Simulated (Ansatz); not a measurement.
`[F][SnH2][Br]` + HCl → `[Cl][SnH2][Br]` + H–F at 600 K and 1 bar (ligand exchange at the Sn–F bond).

Isolated molecules relaxed with PBE0-D4/def2-TZVP in Ansatz; ΔE leaves out vibrations. CCSD(T)/CBS is the MP2 limit (def2-TZVPP, def2-QZVPP) plus CCSD(T) − MP2 in def2-TZVPP, frozen cores. This one scheme is used for every species. Elements past krypton have def2 core potentials. For Br, Sn outer-core shells are correlated without core-valence functions, which leaves a few kJ/mol of doubt a bond. Scalar relativity is left out up to krypton.

```
         species  CCSD(T)/CBS energy (Eh)  H − E (kJ/mol)  S (J/(mol·K))
 `[F][SnH2][Br]`              -2888.40380            83.2          376.9
             HCl               -460.38127            35.4          207.2
`[Cl][SnH2][Br]`              -3248.40375            82.5          389.3
             H–F               -100.39570            42.3          194.0
```

H − E and S are ideal-gas, rigid-rotor, harmonic terms from PBE0-D4/def2-TZVP. 1 Eh = 2625.50 kJ/mol, R = 8.31446 J/(mol·K).

Question: By hand: ΔE, ΔH, ΔS and ΔG.

Answer: ΔE = (-3248.40375) + (-100.39570) − (-2888.40380) − (-460.38127) = -0.01438 Eh = -37.8 kJ/mol. Δ(H − E) = 82.5 + 42.3 − 83.2 − 35.4 = 6.2, so ΔH = -31.6 kJ/mol. ΔS = 389.3 + 194.0 − 376.9 − 207.2 = -0.8 J/(mol·K). ΔG = -31.6 − 600 × (-0.8)/1000 = -31.1 kJ/mol.

Question: By hand: the equilibrium constant, and the temperature at which ΔG would vanish if ΔH and ΔS stayed fixed.

Answer: log₁₀ K = −ΔG/(RT ln 10) = 2.7. ΔG = 0 at ΔH/ΔS = 39500 K, far beyond where these terms or the molecules hold.

The number of gas molecules stays the same, so ΔS is small and ΔH decides. A doubt of 5 kJ/mol in ΔE shifts log₁₀ K by 0.4 here. These are equilibria of isolated gas molecules and say nothing of rates. Largest T1 diagnostic: 0.012 (customary marks: 0.02 for closed shells, 0.045 for open ones).
